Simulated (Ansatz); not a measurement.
Geometry optimisation, RKS PBE-D4/def2-SVP (Ansatz).

Input:

```yaml
crystal:
  periodic: [false, false, false]
  atoms:
    - { symbol: C, position_ang: [0.1282, -0.9257, 1.5735] }
    - { symbol: C, position_ang: [0.7058, -1.1837, 0.2042] }
    - { symbol: C, position_ang: [1.05, 0.0863, -0.5243] }
    - { symbol: O, position_ang: [2.0017, 0.841, -0.0437] }
    - { symbol: Se, position_ang: [0.2642, 0.5231, -2.2103] }
    - { symbol: C, position_ang: [-1.1766, 1.5093, -1.3051] }
    - { symbol: H, position_ang: [0.8274, -0.3394, 2.2168] }
    - { symbol: H, position_ang: [-0.7955, -0.2451, 1.4291] }
    - { symbol: H, position_ang: [-0.1979, -1.8159, 2.1008] }
    - { symbol: H, position_ang: [-0.011, -1.7582, -0.3853] }
    - { symbol: H, position_ang: [1.6088, -1.8026, 0.3688] }
    - { symbol: H, position_ang: [-1.7576, 0.7974, -0.675] }
    - { symbol: H, position_ang: [-0.8036, 2.3142, -0.6691] }
    - { symbol: H, position_ang: [-1.8569, 1.9702, -2.0514] }
basis:
  gaussian: { orbitals: def2-SVP }
hamiltonian:
  xc: pbe
  dispersion: d4
relax:
  f_tol: 0.015
  max_steps: 40
```

Launched with:

```bash
$ ansatz run input.yaml --threads 2 --pin off --max-ram 3072MiB --backend cpu --events-out ev --progress --plain --runs-dir out
```

Where does it end, and by what steps?

The forces met the threshold. After 27 steps the energy has fallen by 1.191 eV; H12 moved furthest, 1.99 Å.

| step | energy less start (eV) | largest force component (eV/Å) | accepted |
| --- | --- | --- | --- |
| 0 | 0.0000 | 5.441 | yes |
| 1 | -0.3158 | 3.127 | yes |
| 2 | -0.4450 | 2.279 | yes |
| 3 | -0.4691 | 1.534 | yes |
| 4 | -0.5643 | 0.254 | yes |
| 5 | -0.5690 | 0.126 | yes |
| 6 | -0.5743 | 0.036 | yes |
| 7 | -0.5836 | 0.241 | yes |
| 8 | -0.5958 | 0.360 | yes |
| 9 | -0.6177 | 0.592 | yes |
| 10 | -0.6347 | 1.230 | yes |
| 11 | -0.7257 | 0.717 | yes |
| 12 | -0.8094 | 0.573 | yes |
| 13 | -0.8924 | 0.423 | yes |
| 14 | -0.9828 | 0.457 | yes |
| 15 | -1.0312 | 2.006 | yes |
| 16 | -1.1119 | 0.379 | yes |
| 17 | -1.1390 | 0.376 | yes |
| 18 | -1.1501 | 0.176 | yes |
| 19 | -1.1652 | 0.276 | yes |
| 20 | -1.1735 | 0.251 | yes |
| 21 | -1.1861 | 0.089 | yes |
| 22 | -1.1895 | 0.068 | yes |
| 23 | -1.1888 | 0.297 | no |
| 24 | -1.1907 | 0.060 | yes |
| 25 | -1.1909 | 0.070 | yes |
| 26 | -1.1910 | 0.017 | yes |
| 27 | -1.1910 | 0.012 | yes |

```xyz
14
Properties=species:S:1:pos:R:3
C 0.705 -1.341 1.930
C 0.549 -1.271 0.412
C 0.113 0.101 -0.075
O 0.384 1.143 0.485
Se -0.924 0.028 -1.741
C -1.094 1.962 -1.955
H 1.388 -0.547 2.287
H -0.269 -1.199 2.440
H 1.114 -2.323 2.239
H -0.154 -2.039 0.025
H 1.522 -1.473 -0.090
H -2.163 2.240 -1.981
H -0.598 2.401 -1.065
H -0.588 2.286 -2.883
```

Whether the end is a true minimum wasn't checked by a vibrational analysis.

The run took 59 s on 2 threads of AMD EPYC 9R14 (Zen 4) (shared host), peak memory 0.23 GiB.
